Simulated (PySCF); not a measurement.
# Excitation energy of Rh²⁺ by level of theory

Rh²⁺ [Kr] 4d7 (4F) → Rh²⁺ [Kr] 4d6 5s1 (6D), as a difference of total energies. Computed with PySCF 2.14 in x2c-TZVPPall with one added diffuse shell each of s, p, d, f type (9s7p7d3f1g, 95 functions), with scalar relativity by spin-free X2C-1e. Correlated levels: valence: [Kr] frozen. The calculations carry no spin-orbit coupling.

| method | excitation energy (eV) |
| --- | --- |
| UHF | 4.836 |
| MP2 (valence) | 5.433 |
| SCS-MP2 (valence) | 5.920 |
| CCSD (valence) | 5.388 |
| CCSD(T) (valence) | 5.407 |

Problem. How much does correlation contribute at CCSD(T) (valence)?

Solution. 5.407 − (4.836) = 0.571 eV, measured against UHF.

A first-order spin-orbit estimate (lowest level to lowest level, LS coupling) adds 0.075 eV.
